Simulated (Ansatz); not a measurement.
`O[SiH](F)[SiH2]I` → F• + 4 H• + I• + O• + 2 Si•  (atomization)

Calculated with Ansatz (gas phase, PBE0-D4/def2-TZVP geometries, no zero-point term in ΔE). CBS: MP2 limit from def2 TZ/QZ plus the TZ coupled-cluster correction, frozen cores. This one scheme is used for every species, atoms too. DFT in def2-TZVPP. No spin–orbit coupling; open shells (•) take unrestricted orbitals. Spin–orbit coupling would lower the free atoms: a little for F, O, Si; strongly for I. def2 core potentials past Kr. Bonds to I are less sure, by a few kJ/mol each and by 10 to 20 or more in all where they break to atoms, as the def2 sets lack core-valence functions. One conformer a species, not always the lowest.

`O[SiH](F)[SiH2]I`:

Cartesian coordinates in Å:
```
O -0.240 1.885 -0.573
Si 0.374 0.899 0.569
F 1.972 0.878 0.524
Si -0.331 -1.301 0.141
I -0.320 -1.447 -2.316
H -0.280 1.544 -1.472
H -0.024 1.465 1.875
H 0.570 -2.358 0.662
H -1.721 -1.566 0.591
```

CCSD(T)/CBS gives +3041.2 kJ/mol.

Task: Another level gave +3421.5 kJ/mol. Which?
A. ωB97M-V/def2-TZVPP
B. LDA (SPW92)/def2-TZVPP
C. r2SCAN/def2-TZVPP
D. r2SCAN0/def2-TZVPP

Result: B. LDA (SPW92) 3421.5, ωB97M-V 3007.8, r2SCAN 3012.8, r2SCAN0 2956.9 kJ/mol.

Largest T1 diagnostic among the species: 0.012.

The D4 term adds +42.3 kJ/mol with B3LYP and +22.3 kJ/mol with PBE0; it sums over pairs of atoms, weighted by their polarisabilities, and B3LYP, whose exchange is more repulsive, gets the larger term. At CCSD(T), def2-SVP lies −299.4 kJ/mol from the extrapolated value and def2-TZVPP −108.6 kJ/mol: correlation converges slowly with the basis, and small sets miss more of it in the bonded molecule than in its fragments. Leaving LDA and LC-ωPBE aside and taking each functional with its dispersion term where it has one, the values, not all of them listed here, spread over 112.7 kJ/mol, from BHLYP-D4 to ωB97X-V. LDA lies +421.7 kJ/mol from PBE without D4, its usual overbinding.

B3LYP here is the variant with VWN-RPA as its local correlation; programs differ in this.

For atomizations the MP2-based limit and the directly extrapolated one differ by several kJ/mol either way, and by 10 to 25 for some Ge, Se and Sn compounds, so smaller differences from it don't rank the levels.
